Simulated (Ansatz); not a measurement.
Correlation energies of GaH$_{3}$O$_{3}$, SMILES `[OH][Ga]([OH])[OH]` by basis set

```xyz
7

O    -1.375   -0.296   -1.081
Ga    0.000    0.000    0.000
O     0.071    1.492    0.957
O     1.304   -1.196    0.123
H    -2.023    0.413   -1.072
H     0.856    1.552    1.507
H     1.167   -1.965   -0.435
```

Total charge 0; spin multiplicity 1. Correlated methods include outer-core shells of Ga, which these sets cover unevenly. Scalar relativity is left out up to krypton. All single points use the PBE0-D4/def2-TZVP geometry. It is one conformer, not always the lowest. Frozen core, restricted reference, Ansatz 0.2.0.

```tsv
basis	HF (Eh)	MP2 corr.	CCSD corr.	(T)	CCSD(T) total
def2-SVP	-2149.24415	?	-0.78067	?	?
def2-TZVPP	-2149.78851	-0.95519	-0.95011	?	?
def2-QZVPP	-2149.84056	?	-1.23070	-0.04406	?
```

(1) Fill in the withheld values. (Best estimate.)

Results:

(1) Ansatz gave: def2-SVP MP2 corr.: -0.78032; def2-SVP (T): -0.01906; def2-SVP CCSD(T) total: -2150.04388; def2-TZVPP (T): -0.03547; def2-TZVPP CCSD(T) total: -2150.77409; def2-QZVPP MP2 corr.: -1.26177; def2-QZVPP CCSD(T) total: -2151.11532.
